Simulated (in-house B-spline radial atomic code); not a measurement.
## How G0W0 and RPA depend on the start: Xe⁸⁺

Configuration [Kr] 4d10. Computed with an all-electron radial atomic-structure program (B-spline basis): all electrons, non-relativistic, point nucleus, each spin shell either full or empty, empty states to l = 9 with an (l + 1/2)⁻⁴ tail; G0W0 by contour deformation at full frequency.

Without relativity these are model numbers: it shifts the levels of so heavy an element strongly and can reorder them.

```json
{"start": "Hartree-Fock", "mean-field 4d (eV)": "-182.28", "G0W0 (eV)": "-182.53", "QP weight": "0.978", "RPA correlation (Eh)": "-3.3994"}
{"start": "LDA VWN5", "mean-field 4d (eV)": "-169.33", "G0W0 (eV)": "-182.17", "QP weight": "0.968", "RPA correlation (Eh)": "-3.6494"}
{"start": "PBE", "mean-field 4d (eV)": "-169.18", "G0W0 (eV)": "-182.05", "QP weight": "0.968", "RPA correlation (Eh)": "-3.6449"}
{"start": "PBE0", "mean-field 4d (eV)": "-172.87", "G0W0 (eV)": "-182.15", "QP weight": "0.971", "RPA correlation (Eh)": "-3.5778"}
{"start": "r2SCAN", "mean-field 4d (eV)": "-170.15", "G0W0 (eV)": "-182.07", "QP weight": "0.970", "RPA correlation (Eh)": "-3.5998"}
{"start": "HSE06", "mean-field 4d (eV)": "-172.40", "G0W0 (eV)": "-182.18", "QP weight": "0.971", "RPA correlation (Eh)": "-3.5815"}
{"start": "B3LYP (VWN-RPA)", "mean-field 4d (eV)": "-172.09", "G0W0 (eV)": "-182.21", "QP weight": "0.970", "RPA correlation (Eh)": "-3.5923"}
{"start": "SCAN", "mean-field 4d (eV)": "-170.07", "G0W0 (eV)": "-182.04", "QP weight": "0.969", "RPA correlation (Eh)": "-3.5971"}
{"start": "TPSS", "mean-field 4d (eV)": "-169.25", "G0W0 (eV)": "-182.09", "QP weight": "0.968", "RPA correlation (Eh)": "-3.6319"}
{"start": "BHandHLYP", "mean-field 4d (eV)": "-176.28", "G0W0 (eV)": "-182.35", "QP weight": "0.974", "RPA correlation (Eh)": "-3.5158"}
{"start": "CAM-B3LYP", "mean-field 4d (eV)": "-174.08", "G0W0 (eV)": "?", "QP weight": "?", "RPA correlation (Eh)": "?"}
{"start": "LC-wPBE", "mean-field 4d (eV)": "-174.85", "G0W0 (eV)": "-182.28", "QP weight": "0.973", "RPA correlation (Eh)": "-3.5801"}
{"start": "wB97X", "mean-field 4d (eV)": "-174.91", "G0W0 (eV)": "-182.07", "QP weight": "0.973", "RPA correlation (Eh)": "-3.5621"}
{"start": "PBEsol", "mean-field 4d (eV)": "-169.12", "G0W0 (eV)": "-182.08", "QP weight": "0.968", "RPA correlation (Eh)": "-3.6465"}
{"start": "BLYP", "mean-field 4d (eV)": "-168.93", "G0W0 (eV)": "?", "QP weight": "?", "RPA correlation (Eh)": "?"}
{"start": "r2SCAN0", "mean-field 4d (eV)": "-173.54", "G0W0 (eV)": "-182.17", "QP weight": "0.972", "RPA correlation (Eh)": "-3.5474"}
{"start": "LDA exchange-only", "mean-field 4d (eV)": "-167.21", "G0W0 (eV)": "-182.34", "QP weight": "0.967", "RPA correlation (Eh)": "-3.6492"}
```

**Question.** What G0W0 level, weight and RPA correlation energy follow from the CAM-B3LYP start?

**Answer.** G0W0 level -182.29 eV, weight 0.972, RPA correlation -3.5711 hartree.

**Question.** What G0W0 level, weight and RPA correlation energy follow from the BLYP start?

**Answer.** G0W0 level -182.13 eV, weight 0.967, RPA correlation -3.6463 hartree.

**Question.** How much of the dependence on the start does G0W0 remove?

**Answer.** The mean-field levels span 15.1 eV and the G0W0 levels 0.484 eV. Against 179.84 ± 0.12 eV (NIST, measured) the G0W0 removal energies are off by +2.20 to +2.69 eV, with relativity, Breit and QED terms left out.
